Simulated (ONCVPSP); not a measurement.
## Varying the ONCV potential for Cr (Z = 24)

Base potential:

Cr (Z = 24), optimised norm-conserving Vanderbilt (ONCV), made with ONCVPSP 4.0.1 (PBE, scalar-relativistic). Core [Ne], reference 3s2 3p6 3d5 4s0.5 4p0.5. Waves: 3s+4s: rc 1.75 bohr, ncon 3, nbas 6, qcut 5.6 1/bohr, 2 projectors; 3p+4p: rc 1.75 bohr, ncon 3, nbas 6, qcut 8.1 1/bohr, 3 projectors, debl 3.5 Ha; 3d: rc 1.75 bohr, ncon 4, nbas 9, qcut 10.3 1/bohr, local. Local part: the d channel. Core correction: Teter function, fcfact 1.75, rcfact 1.55.

All-electron outer shells of the reference configuration (PBE, scalar-relativistic, ld1.x):

```json
{"shell": "2s", "level (eV)": "-667.81", "outermost node (bohr)": "0.09", "outermost maximum (bohr)": "0.24"}
{"shell": "2p", "level (eV)": "-561.37", "outermost node (bohr)": "–", "outermost maximum (bohr)": "0.20"}
{"shell": "3s", "level (eV)": "-74.72", "outermost node (bohr)": "0.36", "outermost maximum (bohr)": "0.78"}
{"shell": "3p", "level (eV)": "-46.18", "outermost node (bohr)": "0.33", "outermost maximum (bohr)": "0.80"}
{"shell": "4s", "level (eV)": "-4.51", "outermost node (bohr)": "1.12", "outermost maximum (bohr)": "2.71"}
{"shell": "3d", "level (eV)": "-3.62", "outermost node (bohr)": "–", "outermost maximum (bohr)": "0.84"}
{"shell": "4p", "level (eV)": "-1.39", "outermost node (bohr)": "1.25", "outermost maximum (bohr)": "3.85"}
```

Cutoffs, loose and tight: the cutoffs (Ha) at which the residual kinetic energy of the hardest occupied pseudo-wave falls to 1 and 0.1 mHa per electron. They do not see the model core or the augmentation charge, which bear on the density cutoff. Test errors are all-electron minus pseudo excitation energies from the reference, over the configurations 3s2 3p6 3d5 4s1 4p0; 3s2 3p6 3d5 4s0 4p0; 3s2 3p6 3d4 4s0 4p0; 3s2 3p5 3d5 4s1 4p0. A dash means not determined; rows that change the core or the reference have their own tests. The largest error is taken over the tests solved by every variant that gives reliable tests at all: 3s2 3p5 3d5 4s1 4p0; 3s2 3p6 3d5 4s0 4p0; 3s2 3p6 3d5 4s1 4p0.

A true bound ghost makes a file unfit for plane-wave use even where its test errors are small: the radial tests pick states by their node count and pass the ghost by.

| change | outcome | cutoff, loose | cutoff, tight | bound ghosts | GHOST(+) flags above zero | largest test error (meV) |
| --- | --- | --- | --- | --- | --- | --- |
| base | generated | 35 Ha | 41 Ha | s | none | -119 |
| d: nbas 8 | generated | 35 Ha | 41 Ha | s | none | -120 |
| core correction Teter function, fcfact 1.75, rcfact 1.48 | generated | 35 Ha | 41 Ha | s | none | -119 |
| core correction Teter function, fcfact 1.1, rcfact 1.55 | generated | 35 Ha | 41 Ha | s | none | -119 |
| d: qcut 8.2 | generated | 28 Ha | 31 Ha | s | none | -226 |
| s: rc 1.48 | failed: test_data: rc < rc(lloc) for l = 0. Not allowed. | – | – | – | – | – |

Question: What comes out with this change to the base: d: nproj 1; local potential polynomial inside 1.70 bohr (lpopt 1, dvloc0 0 Ha)?

Answer: outcome: generated; cutoff, loose: 35 Ha; cutoff, tight: 41 Ha; bound ghosts: none; GHOST(+) flags above zero: none; largest test error (meV): -96.

Question: What comes out with this change to the base: all radii but the core radius scaled by about 1.22 (s 2.14, p 2.14, d 2.14 bohr)?

Answer: outcome: failed: ERROR pspot: first pseudo wave function has node, program will stop. Cause: the optimised pseudo-wave of the first projector has a node, so the radial equation cannot be inverted for a potential.
